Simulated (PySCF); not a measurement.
C4H11Ge (SMILES C[C](C)[CH2][GeH3]), doublet, geometry from GFN2-xTB; CAMB3LYP/def2-SVP (PySCF).

Here is a job for PySCF.
```python
from pyscf import gto, scf, dft

mol = gto.Mole()
mol.atom = '''
    C    -1.850354    1.560095    0.145925
    C    -1.576691    0.115047   -0.066427
    C    -2.073252   -0.862831    0.936303
    C    -0.471039   -0.271252   -0.938565
    Ge    1.359255   -0.139681   -0.067682
    H    -2.852482    1.716419    0.541982
    H    -1.746558    2.118495   -0.784131
    H    -1.140531    1.992708    0.866016
    H    -1.396444   -0.916524    1.801451
    H    -2.131281   -1.864375    0.510567
    H    -3.056540   -0.579544    1.308024
    H    -0.563520   -1.308785   -1.266219
    H    -0.416993    0.367017   -1.823029
    H     1.484521   -1.011524    1.146067
    H     2.473990   -0.541917   -0.991234
    H     1.677700    1.251448    0.392903
'''
mol.basis = 'def2-svp'
mol.charge = 0
mol.spin = 1
mol.verbose = 4
mol.build()

mf = dft.UKS(mol)
mf.xc = 'camb3lyp'
mf.kernel()
```

Output, abridged:

```
PySCF version 2.14.0

[INPUT] verbose = 4
[INPUT] num. atoms = 16
[INPUT] num. electrons = 67
[INPUT] charge = 0
[INPUT] spin (= nelec alpha-beta = 2S) = 1
[INPUT] symmetry False subgroup None
[INPUT] Mole.unit = angstrom
[INPUT] Symbol           X                Y                Z      unit          X                Y                Z       unit  Magmom
[INPUT]  1 C     -1.850354000000   1.560095000000   0.145925000000 AA   -3.496662293493   2.948152278303   0.275758284727 Bohr   0.0
[INPUT]  2 C     -1.576691000000   0.115047000000  -0.066427000000 AA   -2.979514173067   0.217407321453  -0.125528837276 Bohr   0.0
[INPUT]  3 C     -2.073252000000  -0.862831000000   0.936303000000 AA   -3.917878467207  -1.630514281785   1.769356239609 Bohr   0.0
[INPUT]  4 C     -0.471039000000  -0.271252000000  -0.938565000000 AA   -0.890134703989  -0.512591990741  -1.773630800102 Bohr   0.0
[INPUT]  5 Ge     1.359255000000  -0.139681000000  -0.067682000000 AA    2.568619683446  -0.263958834805  -0.127900443563 Bohr   0.0
[INPUT]  6 H     -2.852482000000   1.716419000000   0.541982000000 AA   -5.390409755252   3.243561825000   1.024197544444 Bohr   0.0
[INPUT]  7 H     -1.746558000000   2.118495000000  -0.784131000000 AA   -3.300516280668   4.003375346260  -1.481792835781 Bohr   0.0
[INPUT]  8 H     -1.140531000000   1.992708000000   0.866016000000 AA   -2.155291226576   3.765672366230   1.636533059491 Bohr   0.0
[INPUT]  9 H     -1.396444000000  -0.916524000000   1.801451000000 AA   -2.638896708292  -1.731979346591   3.404249016824 Bohr   0.0
[INPUT] 10 H     -2.131281000000  -1.864375000000   0.510567000000 AA   -4.027537384489  -3.523158143486   0.964831798241 Bohr   0.0
[INPUT] 11 H     -3.056540000000  -0.579544000000   1.308024000000 AA   -5.776023488778  -1.095179437135   2.471807124358 Bohr   0.0
[INPUT] 12 H     -0.563520000000  -1.308785000000  -1.266219000000 AA   -1.064898465715  -2.473245205939  -2.392807123721 Bohr   0.0
[INPUT] 13 H     -0.416993000000   0.367017000000  -1.823029000000 AA   -0.788002565861   0.693561613059  -3.445025527140 Bohr   0.0
[INPUT] 14 H      1.484521000000  -1.011524000000   1.146067000000 AA    2.805338116165  -1.911503328425   2.165752750402 Bohr   0.0
[INPUT] 15 H      2.473990000000  -0.541917000000  -0.991234000000 AA    4.675163534913  -1.024074712246  -1.873160785357 Bohr   0.0
[INPUT] 16 H      1.677700000000   1.251448000000   0.392903000000 AA    3.170393519183   2.364893979135   0.742479063520 Bohr   0.0

nuclear repulsion = 345.826680206756
number of shells = 69
number of NR pGTOs = 247
number of NR cGTOs = 143
basis = def2-svp
ecp = {}

******** <class 'pyscf.dft.uks.UKS'> ********
method = UKS
initial guess = minao
damping factor = 0
level_shift factor = 0
DIIS = <class 'pyscf.scf.diis.CDIIS'>
diis_start_cycle = 1
diis_space = 8
diis_damp = 0
SCF conv_tol = 1e-09
SCF conv_tol_grad = None
SCF max_cycles = 50
direct_scf = True
direct_scf_tol = 1e-13
number electrons alpha = 34  beta = 33
XC library pyscf.dft.libxc version 7.1.2
    S. Lehtola, C. Steigemann, M. J. T. Oliveira, and M. A. L. Marques,  SoftwareX 7, 1–5 (2018)
XC functionals = camb3lyp
    T. Yanai, D. P. Tew, and N. C. Handy,  Chem. Phys. Lett. 393, 51 (2004)
radial grids:
    Treutler-Ahlrichs [JCP 102, 346 (1995); DOI:10.1063/1.469408] (M4) radial grids

becke partition: Becke, JCP 88, 2547 (1988); DOI:10.1063/1.454033
pruning grids: <function nwchem_prune>
grids dens level: 3
symmetrized grids: False
atomic radii adjust function: <function treutler_atomic_radii_adjust>
small_rho_cutoff = 0
Set gradient conv threshold to 3.16228e-05
tot grids = 185000
init E= -2235.31680018649

cycle= 1 E= -2235.58853249125  delta_E= -0.272  |g|= 0.315  |ddm|= 2.72
cycle= 2 E= -2235.60112395624  delta_E= -0.0126  |g|= 0.297  |ddm|= 0.462
cycle= 3 E= -2235.6269138983  delta_E= -0.0258  |g|= 0.0235  |ddm|= 0.256
cycle= 4 E= -2235.62740651015  delta_E= -0.000493  |g|= 0.0127  |ddm|= 0.0516
cycle= 5 E= -2235.62751862322  delta_E= -0.000112  |g|= 0.00323  |ddm|= 0.0201
cycle= 6 E= -2235.62753545877  delta_E= -1.68e-05  |g|= 0.00127  |ddm|= 0.0107
cycle= 7 E= -2235.62753682012  delta_E= -1.36e-06  |g|= 0.000396  |ddm|= 0.00294
cycle= 8 E= -2235.62753695356  delta_E= -1.33e-07  |g|= 0.000145  |ddm|= 0.000865
cycle= 9 E= -2235.62753697452  delta_E= -2.1e-08  |g|= 4.07e-05  |ddm|= 0.000364
cycle= 10 E= -2235.62753697697  delta_E= -2.46e-09  |g|= 1.48e-05  |ddm|= 0.000113
cycle= 11 E= -2235.62753697723  delta_E= -2.56e-10  |g|= 5.5e-06  |ddm|= 4.39e-05
Extra cycle  E= -2235.62753697726  delta_E= -3.46e-11  |g|= 4.21e-06  |ddm|= 1.2e-05
converged SCF energy = -2235.62753697726  <S^2> = 0.75524621  2S+1 = 2.0052393
```
